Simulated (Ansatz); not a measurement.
C$_{2}$H$_{4}$ClNSi (`C=C1N[SiH]1Cl`). Total charge 0; spin multiplicity 1. The geometry is a stationary point of PBE0-D4/def2-TZVP.

```xyz
9

C     0.019   -1.732    0.111
C    -0.072   -0.411    0.076
N    -0.657    0.553   -0.766
Si    0.201    1.328    0.463
Cl    1.970    2.259    0.074
H     0.557   -2.219    0.913
H    -0.434   -2.357   -0.652
H    -1.068    0.439   -1.678
H    -0.517    2.140    1.460
```

(1) What is the dipole moment at PBE/def2-TZVPP? (An estimate is asked.)

(2) And with r2SCAN, B3LYP, ωB97M-V? (Best estimate.)

(3) Give the Mulliken charges with PBE, r2SCAN, B3LYP in def2-TZVPP. (Estimate.)

Answers

(1) The calculation gave: 1.37 D, with components (-0.98, 0.75, -0.60) D in this frame, pointing from negative to positive charge.

(2) The calculation gave: r2SCAN 1.40 D, B3LYP 1.35 D, ωB97M-V 1.35 D.

(3) The calculation gave: 
| atom | PBE | r2SCAN | B3LYP |
| --- | --- | --- | --- |
| C1 | -0.26 | -0.30 | -0.29 |
| C2 | 0.04 | 0.05 | 0.06 |
| N3 | -0.31 | -0.39 | -0.37 |
| Si4 | 0.45 | 0.62 | 0.54 |
| Cl5 | -0.19 | -0.22 | -0.22 |
| H6 | 0.09 | 0.08 | 0.10 |
| H7 | 0.08 | 0.07 | 0.09 |
| H8 | 0.16 | 0.15 | 0.15 |
| H9 | -0.05 | -0.06 | -0.05 |

B3LYP here is the variant with VWN-RPA as its local correlation; programs differ in this.

Program: Ansatz 0.2.0.
